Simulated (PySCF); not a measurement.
Predicted microwave data (PySCF, PBE0-D3(BJ)/def2-SVP geometry optimisation, gas phase) for one isomer of C7H13F3O:

```
Rotational constants : A = 1825, B = 606.9, C = 565.7 MHz
Dipole components    : |μa| = 1.89 D, |μb| = 1.30 D, |μc| = 0.71 D
Inertial defect      : -216.40 u·Å²
κ                    : -0.93
```

Question: Which structure is it? (One computed conformer of each.)
A. `[CH3:1][CH:2]([CH3:3])[O:4][C@:5]([CH3:6])([CH2:7][F:8])[CH:9]([F:10])[F:11]` with C1–C2–O4–C5 118°, C2–O4–C5–C6 -54°, O4–C5–C7–F8 -66°, O4–C5–C9–F10 -70°
B. `[CH3:1][CH2:2][C@@H:3]([CH3:4])[O:5][C@H:6]([CH3:7])[C:8]([F:9])([F:10])[F:11]` with C1–C2–C3–C4 65°, C2–C3–O5–C6 83°, C3–O5–C6–C7 -142°

Answer: B. It is CC[C@@H](C)O[C@H](C)C(F)(F)F, a near-prolate asymmetric top, point group C1. The candidates at the same level (rigid rotor, commonest isotopes):

```
                      SMILES  A (MHz)  B (MHz)  C (MHz)  μa (D)  μb (D)  μc (D)  Δ (u·Å²)  point group                        rotor
      CC(C)O[C@](C)(CF)C(F)F     1396    811.4    708.3    1.16    0.16    1.70   -271.29           C1               asymmetric top
CC[C@@H](C)O[C@H](C)C(F)(F)F     1825    606.9    565.7    1.89    1.30    0.71   -216.40           C1  near-prolate asymmetric top
```

`CC(C)O[C@](C)(CF)C(F)F` has B 34 % too high. No structure here is proved a minimum.
